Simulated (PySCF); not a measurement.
FSr (SMILES [F][Sr+]), charge +1, singlet, geometry from GFN2-xTB (such geometries of metal compounds can be far from the true shape) (core potentials on Sr), atoms displaced at random by about 0.1 Å a coordinate. Base run: HF/def2-SV(P) run with PySCF.

PySCF was given this input:
```python
from pyscf import gto, scf
from pyscf.geomopt import geometric_solver

mol = gto.Mole()
mol.atom = '''
    Sr   -0.159281   -0.099767   -0.589435
    F    -0.036449   -0.058190    1.743842
'''
mol.basis = 'def2-sv(p)'
mol.ecp = {'Sr': 'def2-sv(p)'}
mol.charge = 1
mol.spin = 0
mol.verbose = 3
mol.build()

def method(m):
    mf = scf.RHF(m)
    return mf

conv, mol_eq = geometric_solver.kernel(method(mol), maxsteps=100)
print('optimisation converged:', conv)
print(mol_eq.tostring(format='xyz'))
mf = method(mol_eq)
mf.kernel()
```

Each row names what was changed in the base input (with any setting that the change needs).

```
change                          ΔE vs base (kJ/mol)  optimiser steps
------------------------------  -------------------  ---------------
base                                           0.00                7
coordsys = prim                                0.00                7
trust = 0.5                                    0.00                7
trust = 0.02                                   0.00                8
convergence_set = NWCHEM_LOOSE                 0.00                7
coordsys = hdlc                                0.00                7
convergence_set = TURBOMOLE                    0.00                7
```
